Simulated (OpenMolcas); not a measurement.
Mg⁺: terms and fine structure

| Property | Result |
| --- | --- |
| Program | OpenMolcas |
| Method | CASSCF |
| Basis | ANO-RCC-VTZP [5s4p2d1f] |
| Scalar Hamiltonian | DKH2, point nucleus |
| Active space | 1 electron in 4 orbitals (3s 3p) |
| State averaging | 2S+1 = 2 even, 1 root; 2S+1 = 2 odd, 3 roots |
| Spin-orbit coupling | state interaction with AMFI integrals over the reference wave functions, term energies averaged over their components |

Spin-free terms above the lowest, with the occupations of the reference:

```
Configuration  Term  E (cm⁻¹)  Occupations
           3s    ²S       0.0      3s 1.00
           3p   ²P°     34667      3p 1.00
```

With spin-orbit coupling, above the lowest level:

```
Configuration  Term    J  E (cm⁻¹)  Measured (cm⁻¹)      g  Term weight %
           3s    ²S  1/2       0.0              0.0  2.002            100
           3p   ²P°  1/2     34620            35669  0.666            100
           3p   ²P°  3/2     34690            35761  1.334            100
```

Against the 2 measured excited levels shown (NIST Handbook of Basic Atomic Spectroscopic Data) the mean absolute deviation is 1100 cm-1; the largest miss in energy is 3p ²P°_3/2: computed 34690, measured 35761 cm⁻¹ (-3.0 %).

ANO sets are built for ground and valence states and can reach diffuse excited orbitals poorly. With one active electron the reference holds no correlation, so core polarisation is missing. Computed and measured levels are paired by configuration, term and J; levels that our copy of the source lacks, or whose pairing is in doubt (as where it misses far off the trend of its configuration), stay unpaired and out of the deviations. Only configurations of the active space appear.

The RASSCF and RASSI steps took 6.1 s on 1 thread of Arm Neoverse V1, with other jobs on the host; the integral step is not counted.

The term weight is that of the spin-free term in the level, not the purity of its configuration. ° marks odd parity.
